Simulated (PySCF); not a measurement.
## Ce: excitation energy

Ce [Xe] 4f1 5d1 6s2 (high-spin determinant) → Ce [Xe] 4f2 5d1 6s1 (high-spin determinant), as a difference of total energies. Calculation: PySCF 2.14, in ANO-RCC-VTZP; the spin-free X2C one-electron Hamiltonian (Gaussian nucleus). Correlated levels: valence: [Kr] 4d10 frozen. The calculations carry no spin-orbit coupling.

```
           method  excitation energy (eV)
              UHF                   2.190
    MP2 (valence)                   2.141
SCS-MP2 (valence)                   2.499
   CCSD (valence)                   2.049
CCSD(T) (valence)                   2.082
```

Task: How much does correlation contribute at CCSD(T) (valence)?

Result: 2.082 − (2.190) = -0.108 eV, measured against UHF.

A first-order spin-orbit estimate (lowest level to lowest level, LS coupling) adds -0.034 eV.

The coupled-cluster amplitudes are large for the upper state (T1 above 0.03 or a double amplitude above 0.15), so a single reference is strained.

The determinant of the lower state and of the upper state mixes LS terms, which raises its energy above the lowest term, most at the Hartree-Fock and MP2 levels.
